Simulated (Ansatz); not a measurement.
`C[SiH](F)Cl` + `[OH][GeH3]` → `F[SiH](Cl)[O][GeH3]` + CH₄ at 298.15 K and 1 bar (ligand exchange at the Si–C bond).

Gas-phase electronic energies from Ansatz, PBE0-D4/def2-TZVP geometries. CCSD(T)/CBS is the MP2 limit (def2-TZVPP, def2-QZVPP) plus CCSD(T) − MP2 in def2-TZVPP, frozen cores. This one scheme is used for every species. For Ge outer-core shells are correlated without core-valence functions, which leaves a few kJ/mol of doubt a bond. Scalar relativity is left out up to krypton. One conformer a species, not always the lowest.

```
              species  CCSD(T)/CBS energy (Eh)  H − E (kJ/mol)  S (J/(mol·K))
        `C[SiH](F)Cl`               -889.24457           149.3          318.0
         `[OH][GeH3]`              -2153.69723           109.3          272.0
`F[SiH](Cl)[O][GeH3]`              -3002.53092           133.7          390.4
                  CH₄                -40.46206           127.4          186.2
```

H − E and S are ideal-gas, rigid-rotor, harmonic terms from PBE0-D4/def2-TZVP, for one conformer and one mirror image of each species. 1 Eh = 2625.50 kJ/mol, R = 8.31446 J/(mol·K).

Q: By hand: ΔE, ΔH, ΔS and ΔG.

A: ΔE = (-3002.53092) + (-40.46206) − (-889.24457) − (-2153.69723) = -0.05118 Eh = -134.4 kJ/mol. Δ(H − E) = 133.7 + 127.4 − 149.3 − 109.3 = 2.5, so ΔH = -131.9 kJ/mol. ΔS = 390.4 + 186.2 − 318.0 − 272.0 = -13.4 J/(mol·K). ΔG = -131.9 − 298.15 × (-13.4)/1000 = -127.9 kJ/mol.

Q: By hand: the equilibrium constant, and the temperature at which ΔG would vanish if ΔH and ΔS stayed fixed.

A: log₁₀ K = −ΔG/(RT ln 10) = 22.4. ΔG = 0 at ΔH/ΔS = 9843 K, far beyond where these terms or the molecules hold.

The number of gas molecules stays the same, so ΔS is small and ΔH decides. A doubt of 5 kJ/mol in ΔE shifts log₁₀ K by 0.9 here. Other conformers and mirror images would add mixing entropy, several J/(mol·K) or more a flexible species. Modes under 60 cm⁻¹, often nearly free rotors, make the harmonic entropy too high. These are equilibria of isolated gas molecules and say nothing of rates. Largest T1 diagnostic: 0.011 (customary marks: 0.02 for closed shells, 0.045 for open ones).
